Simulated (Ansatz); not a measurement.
`[BH2][GeH2][F]` + SiH₄ → `[BH2][GeH2][SiH3]` + H–F  (formal exchange of groups at a Ge–F bond)

Gas-phase electronic energies from Ansatz, PBE0-D4/def2-TZVP geometries. CCSD(T)/CBS adds triple-zeta CCSD(T) − MP2 to the extrapolated MP2 energy (def2 sets, frozen cores). This one scheme is used for every species. Functionals use def2-TZVPP. HSE06 is defined as in plane-wave codes. For Ge outer-core shells are correlated without core-valence functions, which leaves a few kJ/mol of doubt a bond. Scalar relativity is left out up to krypton.

CCSD(T)/CBS gives +0.26 eV.

(1) Another level gave +0.44 eV. Which?
A. SCS-MP2/def2-TZVPP
B. ωB97M-V/def2-TZVPP
C. MP2/def2-TZVPP
D. HSE06/def2-TZVPP

Largest T1 diagnostic among the species: 0.013.

Results:

(1) A. SCS-MP2/def2-TZVPP 0.44, ωB97M-V 0.39, MP2/def2-TZVPP 0.31, HSE06 0.24 eV.

From BLYP to BHLYP (50 % exact exchange), in def2-TZVPP and without D4, ΔE moves by +0.05 eV. Leaving LDA and LC-ωPBE aside and taking each functional with its dispersion term where it has one, the values, not all of them listed here, spread over 0.29 eV, from PBE-D4 to CAM-B3LYP-D4. LDA lies −0.12 eV from PBE without D4.
